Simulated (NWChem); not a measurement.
System meant: GeHBrCl₂; SMILES [Cl][GeH]([Br])[Cl]

Here is an NWChem input.

```
start job
memory heap 200 mb stack 900 mb global 1100 mb
geometry units angstroms noautoz
  Ge     0.464417     0.418995     0.000000
  Cl    -0.353470     1.383029    -1.751177
  Cl    -0.353470     1.383029     1.751177
  Br    -0.167094    -1.799012     0.000000
  H      2.001203     0.543523     0.000000
end
basis spherical
  Ge library def2-svp
  Cl library def2-svp
  Br library def2-svp
  H library def2-svp
end
dft
  xc pbe0
  iterations 4
  mulliken
end
task dft energy
```

End of the output:

```
    Atom       Charge   Shell Charges
 -----------   ------   -------------------------------------------------------
    1 Ge  32    31.98   2.00  2.00  1.93  0.82  0.36  5.99  5.81  1.29  1.10  7.82  2.04  0.81
    2 Cl  17    16.99   2.00  1.96  1.05  0.79  5.82  2.24  3.12  0.02
    3 Cl  17    16.99   2.00  1.96  1.05  0.79  5.82  2.24  3.12  0.02
    4 Br  35    35.00   2.00  2.00  1.96  1.13  0.73  5.99  5.81  2.44  2.91  7.84  2.03  0.16
    5 H    1     1.03   0.60  0.40  0.03

 center of mass
 --------------
 x =   0.00537780 y =   0.09355592 z =   0.00000000

 moments of inertia (a.u.)
 ------------------
        2211.087543125982           0.000000000000           0.000000000000
           0.000000000000         876.111314497339           0.000000000000
           0.000000000000           0.000000000000        1555.409308485507

     Multipole analysis of the density
     ---------------------------------

     L   x y z        total         alpha         beta         nuclear
     -   - - -        -----         -----         ----         -------
     0   0 0 0     -0.000000    -51.000000    -51.000000    102.000000

     1   1 0 0      0.572540      0.286270      0.286270     -0.000000
     1   0 1 0      0.045794      0.022897      0.022897      0.000000
     1   0 0 1     -0.000000     -0.000000     -0.000000      0.000000

     2   2 0 0    -43.741684    -50.655867    -50.655867     57.570050
     2   1 1 0     -0.874999     -2.474816     -2.474816      4.074632
     2   1 0 1     -0.000000     -0.000000     -0.000000      0.000000
     2   0 2 0    -45.709620   -351.722723   -351.722723    657.735826
     2   0 1 1      0.000000      0.000000      0.000000      0.000000
     2   0 0 2    -46.549888   -209.443651   -209.443651    372.337414

 ------------------------------------------------------------------------
 dft energy failed                                                                                  0
 ------------------------------------------------------------------------
 ------------------------------------------------------------------------
  current input line :
    21: task dft energy
 ------------------------------------------------------------------------
 ------------------------------------------------------------------------
 This type of error is most commonly associated with calculations not reaching convergence criteria
 ------------------------------------------------------------------------
 For more information see the NWChem manual at https://nwchemgit.github.io

0:dft energy failed:Received an Error in Communication
```

Question: Find the fault in this run and fix the input.

Answer: The run did not converge; its last values are not results. Cause: the SCF was allowed too few iterations. This input runs:
```
start job
memory heap 200 mb stack 900 mb global 1100 mb
geometry units angstroms noautoz
  Ge     0.464417     0.418995     0.000000
  Cl    -0.353470     1.383029    -1.751177
  Cl    -0.353470     1.383029     1.751177
  Br    -0.167094    -1.799012     0.000000
  H      2.001203     0.543523     0.000000
end
basis spherical
  * library def2-svp
end
dft
  xc pbe0
  iterations 150
  mulliken
end
task dft energy
```
It converges to -5570.56487 Ha (PBE0/def2-SVP).
